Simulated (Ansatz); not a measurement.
Consider the formal exchange of groups at a B–N bond: `B[N](C)[ZnH]` + `C#CCC` → `BCC#C` + `C[N](C)[ZnH]`.

Program: Ansatz. Geometries: PBE0-D4/def2-TZVP. ΔE: electronic, gas phase. CCSD(T)/CBS is the MP2 limit (def2-TZVPP, def2-QZVPP) plus CCSD(T) − MP2 in def2-TZVPP, frozen cores. For Zn outer-core shells are correlated without core-valence functions, which leaves a few kJ/mol of doubt a bond. Scalar relativity is left out up to krypton.

`B[N](C)[ZnH]`:

```xyz
10

B    -0.451   -0.944   -0.917
N     0.035    0.034   -0.065
C    -0.234    0.051    1.356
Zn    1.032    1.229   -1.064
H    -0.165   -0.863   -2.094
H    -1.135   -1.853   -0.526
H    -0.855   -0.806    1.634
H     0.690    0.002    1.941
H    -0.761    0.962    1.655
H     1.845    2.189   -1.920
```

`C#CCC`:

```xyz
10

C     1.778    0.929   -1.101
C     1.057    0.232   -0.441
C     0.162   -0.595    0.351
C    -1.267   -0.059    0.383
H     2.423    1.543   -1.684
H     0.171   -1.612   -0.053
H     0.557   -0.667    1.370
H    -1.903   -0.709    0.987
H    -1.295    0.945    0.811
H    -1.684   -0.007   -0.623
```

`BCC#C`:

Cartesian coordinates in Å:
```
B 0.652 -1.156 0.735
C 0.553 -0.033 -0.347
C -0.639 0.789 -0.366
C -1.634 1.460 -0.366
H 1.642 -1.830 0.748
H -0.215 -1.357 1.529
H 0.703 -0.519 -1.323
H 1.453 0.593 -0.242
H -2.516 2.055 -0.368
```

`C[N](C)[ZnH]`:

```xyz
11

C    -1.237    0.393   -0.229
N     0.170    0.162   -0.052
C     0.443   -1.148    0.472
Zn    1.453    1.382   -0.446
H    -1.432    1.392   -0.628
H    -1.689   -0.331   -0.927
H    -1.792    0.307    0.721
H     0.070   -1.944   -0.193
H     1.517   -1.312    0.603
H    -0.032   -1.306    1.454
H     2.529    2.406   -0.777
```

| level | ΔE (kJ/mol) |
| --- | --- |
| CCSD/def2-TZVPP | 193.7 |
| SCS-MP2/def2-QZVPP | 193.1 |

What does CCSD(T)/CBS give? (Best estimate.)

Ansatz gave: +192.7 kJ/mol. The listed levels differ from it by 1.0, 0.4 kJ/mol.

Largest T1 diagnostic among the species: 0.016.

In def2-TZVPP, CCSD(T) changes the Hartree–Fock value by +9.6 kJ/mol (the triples alone add +2.3 kJ/mol) and MP2 by +10.4 kJ/mol.
